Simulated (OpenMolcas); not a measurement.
**2s² 2p² along the 6-electron sequence**

```yaml
Program: OpenMolcas 26.06
Method: SS-CASPT2, IPEA 0.25 Eh, imaginary shift 0.1 Eh
Basis: ANO-RCC-VTZP
Scalar_Hamiltonian: DKH2, point nucleus
Spin-orbit_coupling: state interaction with AMFI integrals over the reference wave functions, term energies averaged over their components
```

Active space for each ion: 4 electrons in 8 orbitals (2s 2p 3s 3p); closed shells correlated by CASPT2: 1s.

Computed levels in cm-1 above ³P₀:

```json
{"Level": "³P₁", "N+": "45.5", "O2+": "109", "F3+": "223", "Ne4+": "401"}
{"Level": "³P₂", "N+": "135", "O2+": "323", "F3+": "650", "Ne4+": "1156"}
{"Level": "¹D₂", "N+": "15720", "O2+": "20900", "F3+": "26000", "Ne4+": "30860"}
{"Level": "¹S₀", "N+": "32400", "O2+": "43380", "F3+": "54100", "Ne4+": "64050"}
{"Level": "weight of ³P in the lowest level (%)", "N+": "100", "O2+": "100", "F3+": "100", "Ne4+": "100"}
```

Measured, with the error of the calculation in %. Measured levels: N+ from NIST Handbook of Basic Atomic Spectroscopic Data; O2+ from Moore, Selected Tables of Atomic Spectra, NSRDS-NBS 3, section 11; F3+ from Moore, Atomic Energy Levels, vol. I, NSRDS-NBS 35 (1971 reprint of NBS Circular 467, 1949); Ne4+ from NIST levels in Podobedova, Fuhr, Reader and Wiese, J. Phys. Chem. Ref. Data 33, 525 (2004).

```
Level            N+           O2+           F3+          Ne4+
  ³P₁   48.7 (-6.5)    113 (-3.4)    225 (-1.2)    412 (-2.9)
  ³P₂    131 (+3.4)                  613 (+6.0)   1110 (+4.1)
  ¹D₂  15316 (+2.7)  20273 (+3.1)  25241 (+3.0)  30292 (+1.9)
  ¹S₀  32689 (-0.9)  43186 (+0.5)  53544 (+1.0)  63914 (+0.2)
```

The fine-structure level ³P₂ changes by a factor of 8.56 from N+ to Ne4+. Its fourth root runs 3.41, 4.24, 5.05, 5.83, with steps per unit of Z of 0.83, 0.81, 0.78; equal steps would mean a (Z - σ)^4 law with constant σ.

¹D₂ changes by a factor of 1.96 over the same range, with steps per unit of Z of +5180, +5100, +4860 cm-1.

Term energies are means over components that CASPT2 splits; among the terms shown or strongly mixed into the levels shown the widest spread is 31 cm-1 (2s² 2p² ¹D, N+). The run also gave levels led by 2s² 2p 3s, which use shells meant for correlation; these and all levels above them are left out (holds for N+). Active for correlation alone: 3p 3s; no level in the range computed is led by a configuration that fills them, so any true level of that kind is missing (holds for O2+; F3+; Ne4+). Measured partners are found by configuration, term and J. A level has none where our copy of the source lacks it or the pairing is in doubt (some pairs that miss far off the trend of their configuration count as doubtful), and it then counts in no deviation. Only configurations of the active space appear.
